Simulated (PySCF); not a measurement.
System: C₆H₁₄O (charge 0, singlet). SMILES: CCCCCCO
Geometry from a B3LYP-D3(BJ)/def2-TZVP (Ansatz) optimisation:
```xyz
21

C      3.8070    -0.0284     0.1089
C      2.4584    -0.7376     0.0279
C      1.2737     0.2249     0.0534
C     -0.0804    -0.4745    -0.0274
C     -1.2626     0.4911     0.0037
C     -2.6062    -0.2167    -0.0872
O     -3.7154     0.6725     0.0000
H      3.9393     0.6608    -0.7287
H      3.8899     0.5535     1.0301
H      4.6351    -0.7391     0.0888
H      2.4142    -1.3380    -0.8867
H      2.3652    -1.4440     0.8592
H      1.3659     0.9328    -0.7781
H      1.3163     0.8260     0.9685
H     -0.1703    -1.1826     0.8037
H     -0.1221    -1.0745    -0.9433
H     -1.2404     1.0833     0.9231
H     -1.1743     1.2004    -0.8285
H     -2.7241    -0.9088     0.7487
H     -2.6565    -0.8093    -1.0105
H     -3.6542     1.3069    -0.7222
```

Dispersion corrections to the total energy (kcal/mol) from the dftd3 and dftd4 libraries through PySCF: D3(BJ) without and D4 with the three-body term, each with the damping fitted for the functional named.

| functional | D3(BJ) | D4 |
|---|---|---|
| revPBE | -25.58 | -31.13 |
| B2GP-PLYP | -4.95 | ___ |
| BP86 | -14.42 | ___ |
| BHLYP | -12.19 | -9.47 |
| CAM-B3LYP | -7.18 | -7.44 |
| HSE06 | ___ | -6.90 |
| r2SCAN | -2.91 | -2.45 |

**Question.** What belongs in the gaps?

**Answer.** 
- B2GP-PLYP, D4: -3.75
- BP86, D4: -11.49
- HSE06, D3(BJ): -6.05
